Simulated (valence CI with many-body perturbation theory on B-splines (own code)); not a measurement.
## E1 transitions of Au⁶⁴⁺

Level of theory: valence CI with perturbative core correlation (CI+MBPT): five valence electrons over a frozen Dirac-Fock core [Ne], a basis of 9 s, 9 p, 8 d, 6 f, 3 g, 1 h functions for each j, with the one-electron correlation potential Σ1 (screened to all orders), the two-electron term Σ2, the three-electron term Σ3, Breit, model QED; selected single and double excitations, second order for the rest (own B-spline code, finite nucleus).

The last digits are not significant, and no measured levels were compared; by estimate large intervals hold to a few tenths of a per cent, small ones and those within an open d or f shell to about a per cent. Among the levels kept, up to 640 cm⁻¹ of a level comes from second order outside the variational space, and about a tenth of that is noise between levels of different J, which matters for small intervals.

Lines 1 to 50 of 225 in falling wavelength, among levels below 84.693 Ry, chosen from the strongest by gf and those to the six lowest levels. Wavelengths and rates use the calculated energies. Electric multipoles are in the length gauge, E1 and E2 with the static RPA response of the core. Weak lines are less certain than strong ones. Lines between different terms over intervals too small for the method are left out, as are lines whose strength nearly cancels.

Levels are named by their leading jj configuration (3d3/2^4 stands for four electrons in 3d with j = 3/2), which in mixed levels can hold well under half, so a name can repeat and another be missing. Letters in brackets count levels of one name in rising energy.

| λ vac (nm) | Upper | Lower | A (s⁻¹) | S (a.u.) with core polarisation | S without |
| --- | --- | --- | --- | --- | --- |
| 12.77 | (3s^2 3p1/2 3p3/2^2) J=3/2 | (3s^2 3p1/2^2 3d5/2) J=5/2 | 2.13e+06 | 8.78e-06 | 8.93e-06 |
| 11.30 | (3s^2 3p1/2 3p3/2^2) J=5/2 | (3s^2 3p1/2^2 3d5/2) J=5/2 | 8.11e+06 | 3.47e-05 | 3.52e-05 |
| 9.286 | (3s 3p1/2^2 3p3/2 3d3/2) J=5/2 [a] | (3s^2 3p1/2 3p3/2 3d3/2) J=3/2 [b] | 2.31e+09 | 5.47e-03 | 5.56e-03 |
| 7.807 | (3s 3p1/2^2 3p3/2 3d3/2) J=7/2 | (3s^2 3p1/2 3p3/2 3d3/2) J=5/2 [b] | 9.82e+09 | 1.85e-02 | 1.87e-02 |
| 7.525 | (3s 3p1/2^2 3p3/2 3d3/2) J=3/2 [b] | (3s^2 3p1/2 3p3/2 3d3/2) J=3/2 [b] | 6.10e+09 | 5.13e-03 | 5.20e-03 |
| 7.460 | (3s 3p1/2^2 3p3/2 3d3/2) J=3/2 [b] | (3s^2 3p1/2 3p3/2 3d3/2) J=1/2 [b] | 3.26e+09 | 2.68e-03 | 2.71e-03 |
| 7.057 | (3s 3p1/2^2 3p3/2 3d3/2) J=5/2 [b] | (3s^2 3p1/2 3p3/2 3d3/2) J=3/2 [b] | 1.23e+09 | 1.28e-03 | 1.30e-03 |
| 6.960 | (3s 3p1/2^2 3p3/2 3d3/2) J=3/2 [b] | (3s^2 3p1/2 3p3/2 3d3/2) J=5/2 [b] | 1.51e+09 | 1.00e-03 | 1.02e-03 |
| 6.942 | (3s 3p1/2^2 3p3/2 3d5/2) J=7/2 [a] | (3s^2 3p1/2 3p3/2 3d5/2) J=7/2 [b] | 8.75e+09 | 1.16e-02 | 1.17e-02 |
| 6.922 | (3s 3p1/2^2 3p3/2 3d5/2) J=9/2 | (3s^2 3p1/2 3p3/2 3d5/2) J=9/2 | 1.36e+10 | 2.22e-02 | 2.25e-02 |
| 6.904 | (3s 3p1/2^2 3p3/2 3d3/2) J=5/2 [a] | (3s^2 3p1/2 3p3/2 3d3/2) J=7/2 | 3.09e+09 | 3.01e-03 | 3.06e-03 |
| 6.857 | (3s 3p1/2^2 3p3/2 3d5/2) J=7/2 [a] | (3s^2 3p1/2 3p3/2 3d5/2) J=5/2 [b] | 1.30e+10 | 1.66e-02 | 1.68e-02 |
| 6.846 | (3s 3p1/2^2 3p3/2 3d3/2) J=1/2 [b] | (3s^2 3p1/2 3p3/2 3d3/2) J=3/2 [b] | 4.07e+09 | 1.29e-03 | 1.31e-03 |
| 6.835 | (3s 3p1/2^2 3p3/2^2) J=5/2 | (3s^2 3p1/2 3p3/2^2) J=5/2 | 1.22e+10 | 1.15e-02 | 1.17e-02 |
| 6.792 | (3s 3p1/2^2 3p3/2 3d3/2) J=1/2 [b] | (3s^2 3p1/2 3p3/2 3d3/2) J=1/2 [b] | 1.36e+10 | 4.20e-03 | 4.26e-03 |
| 6.576 | (3s 3p1/2^2 3p3/2 3d3/2) J=5/2 [a] | (3s^2 3p1/2 3p3/2 3d3/2) J=3/2 [a] | 2.83e+09 | 2.38e-03 | 2.42e-03 |
| 6.558 | (3s 3p1/2^2 3p3/2 3d3/2) J=5/2 [b] | (3s^2 3p1/2 3p3/2 3d3/2) J=5/2 [b] | 6.70e+09 | 5.59e-03 | 5.68e-03 |
| 6.499 | (3s 3p1/2^2 3p3/2 3d3/2) J=3/2 [a] | (3s^2 3p1/2 3p3/2 3d3/2) J=3/2 [a] | 1.09e+10 | 5.91e-03 | 6.00e-03 |
| 6.480 | (3s 3p1/2^2 3p3/2 3d3/2) J=3/2 [a] | (3s^2 3p1/2 3p3/2 3d3/2) J=1/2 [a] | 3.78e+09 | 2.03e-03 | 2.06e-03 |
| 6.474 | (3s 3p1/2^2 3p3/2 3d3/2) J=7/2 | (3s^2 3p1/2 3p3/2 3d3/2) J=7/2 | 1.85e+10 | 1.98e-02 | 2.01e-02 |
| 6.428 | (3s 3p1/2^2 3p3/2 3d3/2) J=5/2 [a] | (3s^2 3p1/2 3p3/2 3d3/2) J=5/2 [a] | 1.83e+10 | 1.44e-02 | 1.46e-02 |
| 6.424 | (3s 3p1/2^2 3p3/2 3d5/2) J=9/2 | (3s^2 3p1/2 3p3/2 3d5/2) J=7/2 [a] | 3.20e+10 | 4.19e-02 | 4.25e-02 |
| 6.410 | (3s 3p1/2^2 3p3/2 3d3/2) J=1/2 [a] | (3s^2 3p1/2 3p3/2 3d3/2) J=3/2 [a] | 1.33e+10 | 3.45e-03 | 3.49e-03 |
| 6.402 | (3s 3p1/2^2 3p3/2 3d5/2) J=5/2 [a] | (3s^2 3p1/2 3p3/2 3d5/2) J=5/2 [a] | 2.00e+10 | 1.56e-02 | 1.58e-02 |
| 6.398 | (3s 3p1/2^2 3p3/2 3d5/2) J=1/2 | (3s^2 3p1/2 3p3/2 3d5/2) J=1/2 | 3.77e+09 | 9.76e-04 | 9.90e-04 |
| 6.391 | (3s 3p1/2^2 3p3/2 3d3/2) J=1/2 [a] | (3s^2 3p1/2 3p3/2 3d3/2) J=1/2 [a] | 2.06e+10 | 5.31e-03 | 5.39e-03 |
| 6.390 | (3s 3p1/2^2 3p3/2^2) J=5/2 | (3s^2 3p1/2 3p3/2^2) J=3/2 | 1.95e+10 | 1.50e-02 | 1.53e-02 |
| 6.355 | (3s 3p1/2^2 3p3/2 3d3/2) J=3/2 [a] | (3s^2 3p1/2 3p3/2 3d3/2) J=5/2 [a] | 1.59e+10 | 8.04e-03 | 8.16e-03 |
| 6.329 | (3s 3p1/2^2 3p3/2^2) J=3/2 | (3s^2 3p1/2 3p3/2^2) J=1/2 | 1.02e+06 | 5.09e-07 | 5.19e-07 |
| 6.303 | (3s 3p1/2^2 3p3/2 3d5/2) J=7/2 [b] | (3s^2 3p1/2 3p3/2 3d5/2) J=7/2 [b] | 5.83e+09 | 5.76e-03 | 5.85e-03 |
| 6.282 | (3s 3p1/2^2 3p3/2 3d5/2) J=5/2 [a] | (3s^2 3p1/2 3p3/2 3d5/2) J=3/2 [a] | 2.86e+10 | 2.10e-02 | 2.13e-02 |
| 6.269 | (3s 3p1/2^2 3p3/2 3d5/2) J=1/2 | (3s^2 3p1/2 3p3/2 3d5/2) J=3/2 [b] | 3.72e+10 | 9.04e-03 | 9.18e-03 |
| 6.233 | (3s 3p1/2^2 3p3/2 3d5/2) J=7/2 [b] | (3s^2 3p1/2 3p3/2 3d5/2) J=5/2 [b] | 1.23e+10 | 1.17e-02 | 1.19e-02 |
| 6.230 | (3s 3p1/2^2 3p3/2^2) J=1/2 | (3s^2 3p1/2 3p3/2^2) J=1/2 | 4.17e+10 | 9.95e-03 | 1.01e-02 |
| 6.173 | (3s 3p1/2^2 3p3/2 3d5/2) J=3/2 [b] | (3s^2 3p1/2 3p3/2 3d5/2) J=1/2 | 2.64e+10 | 1.22e-02 | 1.24e-02 |
| 6.157 | (3s 3p1/2^2 3p3/2 3d5/2) J=7/2 [a] | (3s^2 3p1/2 3p3/2 3d5/2) J=5/2 [a] | 1.06e+09 | 9.77e-04 | 9.92e-04 |
| 6.054 | (3s 3p1/2^2 3p3/2 3d3/2) J=7/2 | (3s^2 3p1/2 3p3/2 3d3/2) J=5/2 [a] | 4.71e+09 | 4.13e-03 | 4.19e-03 |
| 6.052 | (3s 3p1/2^2 3p3/2 3d5/2) J=3/2 [b] | (3s^2 3p1/2 3p3/2 3d5/2) J=3/2 [b] | 3.35e+10 | 1.46e-02 | 1.49e-02 |
| 6.035 | (3s 3p1/2^2 3p3/2 3d5/2) J=7/2 [a] | (3s^2 3p1/2 3p3/2 3d5/2) J=9/2 | 1.06e+10 | 9.24e-03 | 9.38e-03 |
| 6.027 | (3s 3p1/2^2 3p3/2 3d5/2) J=3/2 [a] | (3s^2 3p1/2 3p3/2 3d5/2) J=5/2 [a] | 3.34e+10 | 1.44e-02 | 1.46e-02 |
| 5.991 | (3s^2 3p1/2 3d3/2^2) J=5/2 | (3s^2 3p1/2 3p3/2 3d3/2) J=3/2 [b] | 3.83e+09 | 2.44e-03 | 2.47e-03 |
| 5.921 | (3s 3p1/2^2 3p3/2 3d5/2) J=3/2 [a] | (3s^2 3p1/2 3p3/2 3d5/2) J=3/2 [a] | 9.71e+09 | 3.98e-03 | 4.04e-03 |
| 5.851 | (3s 3p1/2^2 3p3/2 3d5/2) J=5/2 [b] | (3s^2 3p1/2 3p3/2 3d5/2) J=7/2 [b] | 4.41e+10 | 2.62e-02 | 2.66e-02 |
| 5.830 | (3s 3p1/2^2 3p3/2^2) J=3/2 | (3s^2 3p1/2 3p3/2^2) J=5/2 | 3.96e+10 | 1.55e-02 | 1.57e-02 |
| 5.808 | (3s 3p1/2^2 3p3/2 3d3/2) J=3/2 [a] | (3s 3p1/2^2 3p3/2^2) J=1/2 | 4.32e+09 | 1.67e-03 | 1.69e-03 |
| 5.791 | (3s 3p1/2^2 3p3/2 3d5/2) J=5/2 [b] | (3s^2 3p1/2 3p3/2 3d5/2) J=5/2 [b] | 1.96e+10 | 1.13e-02 | 1.14e-02 |
| 5.784 | (3s 3p1/2^2 3p3/2 3d3/2) J=5/2 [a] | (3s 3p1/2^2 3p3/2^2) J=3/2 | 1.24e+10 | 7.11e-03 | 7.22e-03 |
| 5.736 | (3s 3p1/2^2 3p3/2 3d3/2) J=1/2 [a] | (3s 3p1/2^2 3p3/2^2) J=1/2 | 8.03e+09 | 1.50e-03 | 1.52e-03 |
| 5.724 | (3s 3p1/2^2 3p3/2 3d3/2) J=3/2 [a] | (3s 3p1/2^2 3p3/2^2) J=3/2 | 7.43e+09 | 2.75e-03 | 2.79e-03 |
| 5.652 | (3s 3p1/2^2 3p3/2 3d5/2) J=7/2 [a] | (3s^2 3p1/2 3p3/2 3d5/2) J=7/2 [a] | 5.06e+09 | 3.61e-03 | 3.66e-03 |
